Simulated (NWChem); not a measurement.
Molecule: SiH4TeSe; SMILES [SeH][Te][SiH3]

```xyz
7

Te     0.6893     0.6520     0.0071
Se    -0.1825    -1.7670     0.0277
H     -0.2637    -1.9043    -1.4527
Si    -1.6487     1.6151     0.0086
H     -2.4036     1.1516     1.2213
H     -2.3830     1.1999    -1.2350
H     -1.5051     3.1145     0.0357
```
Atoms are numbered in this order, from 1.

Program: NWChem. The geometry was optimised at PBE-D3(BJ)/def2-SVP. def2 effective core potentials on Te; no spin-orbit coupling.

### Question
Estimate the computed values for PBE0/def2-SVP (core potentials). Quantities: highest occupied level (eV); orbital gap (eV); dipole (D).

### Answer
```yaml
highest occupied level (eV): -6.59
orbital gap (eV): 4.44
dipole (D): 1.01
```
